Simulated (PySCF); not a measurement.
**Levels of Kr²⁵⁺ from EOM-EA-GCCSD**

Reference: closed-shell Kr²⁶⁺, [Ne]; one electron is added. Calculated with PySCF 2.14, two-component X2C-1e with screened spin-orbit coupling, an uncontracted even-tempered set (18 s from 1.9 bohr⁻², ratio 2.6; 13 p from 2.5 bohr⁻², ratio 2.6; 6 d from 2.6 bohr⁻², ratio 2.8; 3 f from 68 bohr⁻², ratio 2.8); frozen 1s2; the 56 highest virtual spinors dropped; of the others 44 kept and the rest restored at second order. No Breit or QED terms. Binding energies in eV.

| level | Koopmans | second order | EOM-CCSD |
| --- | --- | --- | --- |
| 3s1/2 | 1204.6 | 1205.2 | 1205.3 |
| 3p1/2 | 1148.3 | 1149.1 | 1149.1 |
| 3p3/2 | 1135.1 | 1135.9 | 1135.9 |
| 3d3/2 | 1059.6 | 1060.2 | 1060.2 |
| 3d5/2 | 1057.1 | 1057.7 | 1057.7 |

Electric-dipole lines between these computed levels:

```csv
lower,upper,ΔE (eV),vacuum wavelength (nm)
3s1/2,3p1/2,56.163,22.08
3s1/2,3p3/2,69.382,17.87
3p1/2,3d3/2,88.936,13.94
3p3/2,3d3/2,75.716,16.37
3p3/2,3d5/2,78.200,15.85
```

For comparison, the ionisation energy of Kr²⁵⁺ is 1205.2 eV (semi-empirical (NIST evaluation); NIST Atomic Spectra Database, ionization energies).

Only part of the computed levels is shown.
